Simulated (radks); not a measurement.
Question: These are the eigenvalues of the occupied orbitals of an atom or ion with whole-number occupations (Ry). All-electron calculation, Dirac Kohn-Sham, BLYP, spin-unpolarised, spherical densities, finite nucleus; Fermi nuclear charge, rms radius of each element as measured or else 0.836 A^(1/3) + 0.57 fm. Program: a radial shooting solver on a logarithmic mesh with Libxc functionals.

| orbital | eigenvalue |
|---|---|
| 1s1/2 | -4077.954 |
| 2s1/2 | -685.1166 |
| 2p1/2 | -652.3629 |
| 2p3/2 | -589.3676 |
| 3s1/2 | -156.2270 |
| 3p1/2 | -141.8778 |
| 3p3/2 | -128.7247 |
| 3d3/2 | -104.0813 |
| 3d5/2 | -101.2082 |
| 4s1/2 | -34.08630 |
| 4p1/2 | -28.38017 |
| 4p3/2 | -25.40439 |
| 4d3/2 | -15.99235 |
| 4d5/2 | -15.44828 |
| 5s1/2 | -7.12224 |
| 5p1/2 | -5.47386 |
| 5p3/2 | -5.02946 |
| 4f5/2 | -4.11530 |
| 4f7/2 | -4.03302 |

Which element is it, and in what charge state? The configuration may be excited. Open shells, if any, are shared by 2j + 1.

Answer: Z = 67, holmium, charge +4: Ho4+ in [Xe] 4f9. The list shows which subshells hold electrons but not how many an open one holds; the 1s level, -2039 hartree, gives Z - s = 63.9 by -(Z - s)^2/2, which with screening and relativity narrows Z to a few neighbours, and the depths of the outer levels then fix element, charge and occupations together.
